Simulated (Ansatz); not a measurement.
`[CH3][Ti]([CH3])([CH3])[NH2]`. Charge 0, multiplicity 1. All single points use the PBE0-D4/def2-TZVP geometry. It is one conformer, not always the lowest.

```xyz
16

C    -1.755   -0.446   -0.775
Ti    0.117    0.140   -0.105
C     1.290   -1.561   -0.023
C    -0.149    0.932    1.788
N     0.811    1.413   -1.299
H    -2.440    0.406   -0.832
H    -1.691   -0.903   -1.768
H    -2.167   -1.183   -0.074
H     2.212   -1.354    0.532
H     0.743   -2.360    0.492
H     1.556   -1.915   -1.025
H     0.823    1.086    2.269
H    -0.736    0.235    2.397
H    -0.678    1.891    1.752
H     1.398    1.207   -2.096
H     0.665    2.412   -1.234
```

**Question.** What is the dipole moment at r2SCAN/def2-TZVPP? (Estimate.)

**Answer.** The calculation gave: 1.29 D, with components (0.70, 0.87, -0.66) D in this frame, pointing from negative to positive charge.

**Question.** And with PBE, B3LYP, ωB97M-V? (An estimate is asked.)

**Answer.** Computed: PBE 1.35 D, B3LYP 1.26 D, ωB97M-V 1.26 D.

**Question.** Give the Mulliken charges with r2SCAN, ωB97M-V, B3LYP in def2-TZVPP. (Best estimate.)

**Answer.** Computed: 
```
atom  r2SCAN  ωB97M-V  B3LYP
  C1   -0.42    -0.53  -0.51
 Ti2    0.89     0.78   0.91
  C3   -0.44    -0.56  -0.53
  C4   -0.44    -0.56  -0.53
  N5   -0.50    -0.39  -0.45
  H6    0.07     0.11   0.09
  H7    0.07     0.12   0.09
  H8    0.07     0.12   0.09
  H9    0.07     0.12   0.10
 H10    0.07     0.12   0.10
 H11    0.06     0.11   0.09
 H12    0.07     0.12   0.10
 H13    0.07     0.12   0.10
 H14    0.06     0.11   0.09
 H15    0.15     0.11   0.13
 H16    0.15     0.11   0.13
```

B3LYP here is the variant with VWN-RPA as its local correlation; programs differ in this.
